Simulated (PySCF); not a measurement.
Electron correlation in Fe²⁺ (iron, charge +2)

[Ar] 3d6, high-spin 5D determinant. All numbers are calculated (PySCF 2.14, the non-relativistic Hamiltonian (point nucleus), in aug-cc-pVTZ). Frozen: [Ar]; 6 electrons correlated.

```
  level  correlation energy (mhartree)
   CCSD                        -127.77
    (T)                          -2.17
CCSD(T)                        -129.94
```

Diagnostics: T1 = 0.0057, D1 = 0.0097, largest double amplitude 0.023.

Cost of the coupled-cluster step: roughly 30 core-seconds, for 6 correlated electrons.

Iterations:

```
CC2 = 0
CCSD nocc = (np.int64(5), np.int64(1)), nmo = (84, 84)
frozen orbitals [[0, 1, 2, 3, 4, 5, 6, 7, 8], [0, 1, 2, 3, 4, 5, 6, 7, 8]]
max_cycle = 100
direct = 0
conv_tol = 1e-08
conv_tol_normt = 1e-06
diis_space = 8
diis_start_cycle = 0
Init t2, MP2 energy = -0.124941850898025
Init E_corr(UCCSD) = -0.124941850900794
cycle = 1  E_corr(UCCSD) = -0.126750921350501  dE = -0.00180907045  norm(t1,t2) = 0.0195632
cycle = 2  E_corr(UCCSD) = -0.127510380200686  dE = -0.00075945885  norm(t1,t2) = 0.0053268
cycle = 3  E_corr(UCCSD) = -0.127668304153983  dE = -0.000157923953  norm(t1,t2) = 0.00287397
cycle = 4  E_corr(UCCSD) = -0.127767867241146  dE = -9.95630872e-05  norm(t1,t2) = 0.00118258
cycle = 5  E_corr(UCCSD) = -0.127767086963192  dE = 7.80277954e-07  norm(t1,t2) = 0.000441201
cycle = 6  E_corr(UCCSD) = -0.127768399124203  dE = -1.31216101e-06  norm(t1,t2) = 0.000104826
cycle = 7  E_corr(UCCSD) = -0.127768836249502  dE = -4.37125299e-07  norm(t1,t2) = 4.12183e-05
cycle = 8  E_corr(UCCSD) = -0.127768501695931  dE = 3.3455357e-07  norm(t1,t2) = 1.6682e-05
cycle = 9  E_corr(UCCSD) = -0.12776851040091  dE = -8.7049784e-09  norm(t1,t2) = 7.51185e-06
cycle = 10  E_corr(UCCSD) = -0.127768565348775  dE = -5.49478656e-08  norm(t1,t2) = 3.26468e-06
cycle = 11  E_corr(UCCSD) = -0.12776857108398  dE = -5.73520453e-09  norm(t1,t2) = 1.02447e-06
cycle = 12  E_corr(UCCSD) = -0.127768571383422  dE = -2.99441721e-10  norm(t1,t2) = 4.23091e-07
UCCSD converged
E(UCCSD) = -1261.792285099414  E_corr = -0.1277685713834217
UCCSD(T) correction = -0.00217073644691717
```
